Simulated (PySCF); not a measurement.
Isomers of C9H14Si.

All values: PBE0/pcSseg-1 (PySCF) at GFN2-xTB geometries, gas phase, one conformer each.

(1) Rank by dipole moment, highest first.
A. `[CH2:1]=[C:2]=[C:3]([C:4]#[C:5][SiH2:6][CH3:7])[CH:8]([CH3:9])[CH3:10]` with C2–C3–C8–C9 119°
B. `[CH:1]1=[C:2]([CH:3]2[CH2:4][CH2:5]2)[C@H:6]2[CH2:7][C@H:8]([CH2:9]2)[SiH2:10]1` with C1–C2–C3–C4 -35°
C. `[CH2:1]=[CH:2][C:3]1=[CH:4][C:5]([CH3:6])=[CH:7][CH2:8][SiH2:9][CH2:10]1` with C1–C2–C3–C4 -169°, C3–C4–C5–C6 128°, C5–C7–C8–Si9 70°, C7–C8–Si9–C10 -37°, C8–Si9–C10–C3 -44°
D. `[CH2:1]=[CH:2][C:3]1=[CH:4][C:5]([SiH2:6][CH3:7])=[CH:8][CH2:9][CH2:10]1` with C1–C2–C3–C4 -176°, C4–C5–Si6–C7 -176°, C3–C4–C5–Si6 -164°, C5–C8–C9–C10 -33°, C8–C9–C10–C3 46°, C2–C3–C10–C9 151°
E. `CC(C)(C)C#CC1=CC[SiH2]1`

(2) Rank by LUMO energy, lowest first.
A. `[CH2:1]=[CH:2][C:3]1=[CH:4][C:5]([CH3:6])=[CH:7][CH2:8][SiH2:9][CH2:10]1` with C1–C2–C3–C4 -169°, C3–C4–C5–C6 128°, C5–C7–C8–Si9 70°, C7–C8–Si9–C10 -37°, C8–Si9–C10–C3 -44°
B. `[CH2:1]=[CH:2][C:3]1=[CH:4][C:5]([SiH2:6][CH3:7])=[CH:8][CH2:9][CH2:10]1` with C1–C2–C3–C4 -176°, C4–C5–Si6–C7 -176°, C3–C4–C5–Si6 -164°, C5–C8–C9–C10 -33°, C8–C9–C10–C3 46°, C2–C3–C10–C9 151°
C. `C[Si](C)(C)c1ccccc1`
D. `[CH:1]1=[C:2]([CH:3]2[CH2:4][CH2:5]2)[C@H:6]2[CH2:7][C@H:8]([CH2:9]2)[SiH2:10]1` with C1–C2–C3–C4 -35°
E. `[CH2:1]=[C:2]=[C:3]([C:4]#[C:5][SiH2:6][CH3:7])[CH:8]([CH3:9])[CH3:10]` with C2–C3–C8–C9 119°

Results:

(1) B (1.30 D), D (1.14 D), A (0.84 D), C (0.38 D), E (0.10 D).

(2) B (-1.39 eV), A (-1.03 eV), E (-0.73 eV), C (-0.38 eV), D (-0.21 eV).

All values together:

```
                            SMILES  μ (D)  HOMO (eV)  LUMO (eV)  lowest IAO charge (e)  highest IAO charge (e)  lowest Hirshfeld charge (e)  highest Hirshfeld charge (e)
            C=C=C(C#C[SiH2]C)C(C)C   0.84      -6.76      -0.73             -0.715 (C)             +0.792 (Si)                   -0.208 (C)                   +0.361 (Si)
            C=CC1=CC(C)=CC[SiH2]C1   0.38      -6.07      -1.03             -0.547 (C)             +0.777 (Si)                   -0.162 (C)                   +0.347 (Si)
            C=CC1=CC([SiH2]C)=CCC1   1.14      -5.97      -1.39             -0.716 (C)             +0.765 (Si)                   -0.211 (C)                   +0.336 (Si)
C1=C(C2CC2)[C@H]2C[C@H](C2)[SiH2]1   1.30      -6.61      -0.21             -0.492 (C)             +0.748 (Si)                   -0.170 (C)                   +0.324 (Si)
               C[Si](C)(C)c1ccccc1   0.08      -7.20      -0.38             -0.721 (C)             +1.065 (Si)                   -0.218 (C)                   +0.409 (Si)
           CC(C)(C)C#CC1=CC[SiH2]1   0.10      -6.51      -0.62             -0.537 (C)             +0.757 (Si)                   -0.165 (C)                   +0.353 (Si)
```

Conformers: `[CH2:1]=[C:2]=[C:3]([C:4]#[C:5][SiH2:6][CH3:7])[CH:8]([CH3:9])[CH3:10]` with C2–C3–C8–C9 119°; `[CH2:1]=[CH:2][C:3]1=[CH:4][C:5]([CH3:6])=[CH:7][CH2:8][SiH2:9][CH2:10]1` with C1–C2–C3–C4 -169°, C3–C4–C5–C6 128°, C5–C7–C8–Si9 70°, C7–C8–Si9–C10 -37°, C8–Si9–C10–C3 -44°; `[CH2:1]=[CH:2][C:3]1=[CH:4][C:5]([SiH2:6][CH3:7])=[CH:8][CH2:9][CH2:10]1` with C1–C2–C3–C4 -176°, C4–C5–Si6–C7 -176°, C3–C4–C5–Si6 -164°, C5–C8–C9–C10 -33°, C8–C9–C10–C3 46°, C2–C3–C10–C9 151°; `[CH:1]1=[C:2]([CH:3]2[CH2:4][CH2:5]2)[C@H:6]2[CH2:7][C@H:8]([CH2:9]2)[SiH2:10]1` with C1–C2–C3–C4 -35°.
